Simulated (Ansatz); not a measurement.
Gas-phase electronic energies from Ansatz, PBE0-D4/def2-TZVP geometries. CBS: MP2 limit from def2 TZ/QZ plus the TZ coupled-cluster correction, frozen cores. This one scheme is used for every species. DFT in def2-TZVPP. B3LYP here is the variant with VWN-RPA as its local correlation; programs differ in this. HSE06 is defined as in plane-wave codes. For Ge outer-core shells are correlated without core-valence functions, which leaves a few kJ/mol of doubt a bond. Scalar relativity is left out up to krypton. One conformer a species, not always the lowest.

`Cl[B](Cl)[GeH3]` + `N[SiH](O)F` → `O[SiH](F)[NH][GeH3]` + `ClBCl`  (cleavage of the Ge–B bond)

```
             level  ΔE (kJ/mol)  difference from CCSD(T)/CBS
       LDA (SPW92)          1.0                         15.2
            PBE-D4         -3.2                         11.0
         revPBE-D4         -6.1                          8.1
           BLYP-D4        -12.7                          1.5
         r2SCAN-D4        -10.6                          3.6
            B97M-V        -13.6                          0.6
           PBE0-D4         -8.1                          6.1
          B3LYP-D4        -15.6                         -1.4
        r2SCANh-D4        -11.6                          2.6
          HSE06-D4         -8.1                          6.1
          BHLYP-D4        -22.1                         -7.9
      CAM-B3LYP-D4        -18.6                         -4.4
           ωB97X-V        -17.6                         -3.4
           ωB97M-V        -16.3                         -2.1
            B2PLYP        -18.2                         -4.0
               PBE         -2.2                         12.0
            revPBE         -2.7                         11.5
              PBE0         -7.2                          7.0
             B3LYP        -14.2                          0.0
           r2SCANh        -11.1                          3.1
           r2SCAN0        -12.6                          1.6
             HSE06         -7.3                          6.9
             BHLYP        -21.6                         -7.4
         CAM-B3LYP        -17.8                         -3.6
           LC-ωPBE        -12.5                          1.7
RPA@PBE/def2-TZVPP        -21.9                         -7.7
       HF/def2-SVP        -39.5                        -25.3
      MP2/def2-SVP        -31.8                        -17.6
     CCSD/def2-SVP        -30.1                        -15.9
  CCSD(T)/def2-SVP        -29.2                        -15.0
     HF/def2-TZVPP        -34.3                        -20.1
    MP2/def2-TZVPP        -21.5                         -7.3
SCS-MP2/def2-TZVPP        -25.7                        -11.5
CCSD(T)/def2-TZVPP        -19.4                         -5.2
     HF/def2-QZVPP        -35.5                        -21.3
    MP2/def2-QZVPP        -19.0                         -4.8
SCS-MP2/def2-QZVPP        -23.6                         -9.4
      HF/CBS(def2)        -35.6                        -21.4
     MP2/CBS(def2)        -16.3                         -2.1
    CCSD/CBS(def2)        -15.8                         -1.6
       CCSD(T)/CBS        -14.2                            0
```

Largest T1 diagnostic among the species: 0.013.

Leaving LDA and LC-ωPBE aside and taking each functional with its dispersion term where it has one, the values spread over 19.0 kJ/mol, from BHLYP-D4 to PBE-D4. LDA lies +3.1 kJ/mol from PBE without D4. From BLYP to BHLYP (50 % exact exchange), in def2-TZVPP and without D4, ΔE moves by −10.8 kJ/mol. In def2-TZVPP, CCSD(T) changes the Hartree–Fock value by +14.9 kJ/mol (the triples alone add +1.6 kJ/mol) and MP2 by +12.8 kJ/mol.
